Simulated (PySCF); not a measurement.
3-chloro-1H-silole (C4H5ClSi), SMILES ClC1=C[SiH2]C=C1.

Geometry: B3LYP-D3(BJ)/def2-SVP.

Level of theory: PySCF 2.14.0 with B3LYP-D3(BJ)/def2-SVP.

Frequencies are harmonic and unscaled.

| mode | ν (cm⁻¹) | IR (km/mol) | Raman (Å⁴/amu) | depolarisation | moving atoms (share of kinetic energy) |
|---|---|---|---|---|---|
| 1 | 149 | 0.0 | 0.0 | – | C 54 %, H 22 %, Cl 15 %, Si 9 % |
| 2 | 274 | 0.0 | 2.7 | 0.75 | C 55 %, H 44 % |
| 3 | 293 | 0.4 | 1.0 | 0.56 | C 55 %, Cl 26 %, H 11 % |
| 4 | 386 | 16.5 | 6.3 | 0.33 | Cl 52 %, Si 36 %, C 9 % |
| 5 | 512 | 1.7 | 2.6 | 0.75 | H 53 %, C 44 % |
| 6 | 534 | 3.7 | 2.0 | 0.66 | C 54 %, Si 33 % |
| 7 | 587 | 31.6 | 1.8 | 0.75 | H 65 %, C 18 %, Si 16 % |
| 8 | 666 | 7.5 | 16.3 | 0.75 | H 68 %, C 31 % |
| 9 | 699 | 5.2 | 11.3 | 0.54 | H 46 %, C 45 % |
| 10 | 741 | 19.1 | 21.8 | 0.35 | H 42 %, C 42 %, Si 11 % |
| 11 | 751 | 18.8 | 0.3 | 0.75 | H 76 %, C 23 % |
| 12 | 771 | 2.3 | 7.6 | 0.43 | C 64 %, H 23 %, Si 11 % |
| 13 | 822 | 68.6 | 1.4 | 0.75 | H 66 %, C 33 % |
| 14 | 892 | 124.1 | 2.2 | 0.59 | C 52 %, H 38 %, Si 9 % |
| 15 | 947 | 146.6 | 36.4 | 0.64 | H 93 % |
| 16 | 998 | 0.0 | 0.9 | 0.75 | H 76 %, C 24 % |
| 17 | 1013 | 13.0 | 3.4 | 0.51 | C 53 %, H 43 % |
| 18 | 1099 | 6.1 | 6.7 | 0.62 | H 87 %, C 13 % |
| 19 | 1197 | 53.5 | 3.0 | 0.14 | H 56 %, C 43 % |
| 20 | 1331 | 35.2 | 3.4 | 0.51 | H 54 %, C 46 % |
| 21 | 1570 | 49.6 | 70.1 | 0.12 | C 98 % |
| 22 | 1621 | 27.4 | 6.2 | 0.69 | C 94 % |
| 23 | 2220 | 103.2 | 135.8 | 0.75 | H 96 % |
| 24 | 2224 | 108.2 | 286.9 | 0.11 | H 98 % |
| 25 | 3174 | 4.5 | 106.2 | 0.47 | H 92 %, C 8 % |
| 26 | 3211 | 1.5 | 152.1 | 0.23 | H 91 %, C 9 % |
| 27 | 3229 | 1.2 | 98.4 | 0.33 | H 91 %, C 9 % |
